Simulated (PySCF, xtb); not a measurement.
Al(Me)(H) (CH4Al), SMILES [CH3][AlH+], charge +1.

GFN2-xTB (xtb) at its own geometry gives an orbital gap of 3.30 eV.

Geometry optimised at PBE0-D3(BJ)/def2-TZVP. The multiplicity is an assumed one; other spin states were not compared. The isomer is the one that the SMILES or the coordinates give; other isomers of the formula were not compared.

Task: What does HF/def2-TZVPD run with PySCF give? (An estimate is asked for; the answer gives what the named calculation found.)

Result: gap 13.43 eV (levels -17.85 and -4.42 eV).
